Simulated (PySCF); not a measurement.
CH₃FMoS₂, multiplicity 1. Atoms are numbered in the order given.

```xyz
8

Mo     0.0923    -0.1963     0.0000
S     -0.0354     1.0095    -1.7081
S     -0.0354     1.0095     1.7081
F      1.5037    -1.3748     0.0000
C     -1.7081    -1.2323     0.0000
H     -2.5867    -0.5719     0.0000
H     -1.7201    -1.8602     0.9071
H     -1.7201    -1.8602    -0.9071
```

The structure is a stationary point at PBE0-D3(BJ)/def2-SVP. The multiplicity is an assumed one; no other spin state was optimised. The structure was generated by enumeration; whether it is a known compound was not checked. The def2 effective core potentials stand for the cores of Mo; spin–orbit coupling is left out.

These are PySCF with PBE/def2-TZVP values and carry that method's errors.

Symmetry labels are those of the subgroup Cs that the program uses (full group Cs).

Problem. List the valence orbital energies around the gap with their symmetry. (The exact figures need the calculation; the answer reports its results.)

Solution. 
| orbital | symmetry | energy (eV) |
|---|---|---|
| HOMO−7 | A' | -10.44 |
| HOMO−6 | A' | -8.87 |
| HOMO−5 | A" | -8.50 |
| HOMO−4 | A' | -8.27 |
| HOMO−3 | A' | -7.96 |
| HOMO−2 | A" | -7.70 |
| HOMO−1 | A' | -7.29 |
| HOMO | A" | -6.42 |
| LUMO | A' | -4.17 |
| LUMO+1 | A" | -3.94 |
| LUMO+2 | A' | -2.59 |
| LUMO+3 | A" | -2.38 |
